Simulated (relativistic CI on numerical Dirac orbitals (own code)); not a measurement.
## Co⁴⁺: K-beta X-ray emission

Computed with this model: Dirac-Coulomb-Breit CI, orbitals from a KLI potential per configuration, model QED (radiative potential, 1s self-energy scaled to tabulated hydrogen-like ionisation energies), valence Slater integrals scaled by 0.7, multiplet model of X-ray emission after core ionisation; configurations [Ar] 3d5 → 1s 2s2 2p6 3s2 3p6 3d5 → [Ne] 3s2 3p5 3d5; 300 K; Lorentzian 2.24 eV and Gaussian 1 eV FWHM. Energies are those of the free ion, without screening or charge transfer. S is read from ⟨S²⟩ = S(S + 1).

Field parameters in Wybourne normalisation: Oh B⁴₀ = 21Dq, B⁴₄ = √(5/14) B⁴₀. The field is a parameter set, without covalency.

free ion: ground-state S = 2.50, centroid 7651.65 eV. Peaks (eV, height): 7637.8 (49), 7657.6 (100).

Oh, 10Dq = 31400 cm⁻¹: ground-state S = 0.51, centroid 7652.18 eV. Peaks (eV, height): 7644.2 (14), 7655.6 (100).

Strongest unbroadened transitions for Oh, 10Dq = 31400 cm⁻¹:

```csv
Energy (eV),Relative strength
7649.77,11.8
7650.72,11.8
7651.92,11.1
7653.41,22.8
7654.07,18.8
7654.16,33.2
7654.66,52.3
7654.67,43.1
7654.74,9.8
7654.84,18.6
7655.49,74.4
7655.50,100.0
7655.80,46.1
7656.06,23.9
7656.21,55.9
7656.24,66.7
7656.44,38.4
7656.47,25.6
```
